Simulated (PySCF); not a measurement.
A calculated (B3LYP, PySCF 2.14, cc-pVTZ-DK, the spin-free X2C one-electron Hamiltonian (Gaussian nucleus)) atom or ion has these occupied shells.

```json
{"shell": "1s", "electrons": "2", "orbital energy (eV)": "-63.982", "rms radius, mean of both spins (bohr)": "0.673"}
```

**Question.** Name the element and its charge.

**Answer.** Li⁺ (lithium, charge +1), in 1s2, closed-shell 1S.
